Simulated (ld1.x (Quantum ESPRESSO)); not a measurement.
# Pseudopotential generation for fluorine (F): TM, LDA (PZ), scalar-relativistic.

ld1.x (Quantum ESPRESSO) 7.5 input, shortened:

```
&input
   title='F', zed=9., rel=1, dft='PZ', iswitch=3,
   config='[He] 2s1.75 2p5.25 3d-2'
 /
 &inputp
   pseudotype=2, tm=.true., lloc=2,
   nlcc=.false.
 /
3
2S  1  0   1.75   0.00  0.60  0.60  0.0
2P  2  1   5.25   0.00  1.40  1.40  0.0
3D  3  2  -2.00   0.40  1.50  1.50  0.0
 &test
   configts(1)='2s1.75 2p5.25'
 /
```

- Cutoffs needed: 160 Ry and 260 Ry (the cutoffs (Ry, on a coarse ladder) from which the occupation-weighted sum of valence levels, in a spherical-Bessel basis at the reference potential, stays within 10 and 1 mRy of its value at 400 Ry)
- Ghost test: no extra level below or beside the all-electron valence levels (s, p, d, f tested) (spherical-Bessel basis up to 400 Ry, 20 bohr box)
- Largest excitation error: +257 meV (all-electron minus pseudo) for 2s2 2p3, out of 7 test configurations
